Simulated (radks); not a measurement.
Fractional charge and spin in the 5p shell of osmium: the spin-up occupation runs from 2 to 3 and the spin-down occupation from 2 to 3; the fullest corner is Os3+, [Kr] 4d10 4f14 5s2 5d(up 2.5, down 2.5) 5p(up 3, down 3). Method: scalar-relativistic Kohn-Sham, BLYP, spin-polarised, spherical densities, point nucleus; computed with a radial shooting solver on a logarithmic mesh with Libxc functionals. Energy (eV) minus the two flat planes that join the four corners (they meet along the diagonal where the two added fractions sum to one electron); zero is where a piecewise linear energy would lie.

down \ up       2    2.25     2.5    2.75       3
2           0.000  -1.581  -2.101  -1.570   0.000
2.25       -1.581  -2.040  -1.449   0.178  -1.495
2.5        -2.101  -1.449   0.237  -1.378  -1.984
2.75       -1.570   0.178  -1.378  -1.926  -1.480
3           0.000  -1.495  -1.984  -1.480   0.000

Corners above the fullest one (they belong to Os4+ and the next ion): (up 3, down 2) 88.928 eV, (up 2, down 3) 88.928 eV, (up 2, down 2) 195.16 eV. With half an added electron in each spin the energy lies 0.237 eV from the planes, and with half an added electron in spin up alone -2.101 eV. The planes are only a guide here: the flat-plane condition holds for ground states with one frontier orbital, while this shell lies below other occupied shells, so the corners above the fullest one are inner-hole states and not the ground states of those ions.
